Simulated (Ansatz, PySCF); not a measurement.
Isomers of CH3B3. Gas-phase values, no solvent. One relaxed conformer stands for each flexible species; it need not be the lowest. Strings in code marks are SMILES.

Quantity: vertical ionisation energy (energy after one electron is removed minus that of the parent at the parent's geometry), in eV. The restricted reference of `B1B2CB12` and `BC1=BB1` is unstable towards unrestricted orbitals.

Level 1: SVWN5/6-31G* // PBE0-D3(BJ)/def2-TZVP (PySCF)
Level 2: minus the HOMO energy of HF/6-31G* // PBE0-D3(BJ)/def2-TZVP (PySCF)
Level 3: minus the HOMO energy of PBE0-D3(BJ)/def2-TZVP (PySCF)
Level 4: HF/cc-pVTZ // PBE0-D3(BJ)/def2-TZVP (Ansatz, a quantum-chemistry and plane-wave program)

| species | level 1 | level 2 | level 3 | level 4 |
|---|---|---|---|---|
| `B=C=BB` | 9.69 | 9.14 | 7.45 | 7.84 |
| `B1B2CB12` | 8.99 | 8.43 | 6.72 | 7.62 |
| `BC1=BB1` | … | … | … | 9.16 |

Q: Complete the blanks.

A: 
- `BC1=BB1`, level 1: 9.96
- `BC1=BB1`, level 2: 10.21
- `BC1=BB1`, level 3: 7.99
